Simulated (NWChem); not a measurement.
Species: PbSiH3F, singlet; SMILES [SiH3][Pb][F]

Computed with NWChem. Low-valent species are run as closed-shell singlets; no triplet was tried in these runs. Geometry: optimised at PBE0/def2-SVP. def2 effective core potentials on Pb; no spin-orbit coupling. Ions are spin-unrestricted doublets at the neutral geometry; other ion states weren't tried.

For level B3LYP/def2-SVPD:

| Quantity | Value |
|---|---|
| −ε(HOMO) (eV) | 6.34 |

**Question.** What are these values for level LDA (Slater exchange, VWN5)/def2-SVPD?

**Answer.** 
- −ε(HOMO) (eV): 5.73
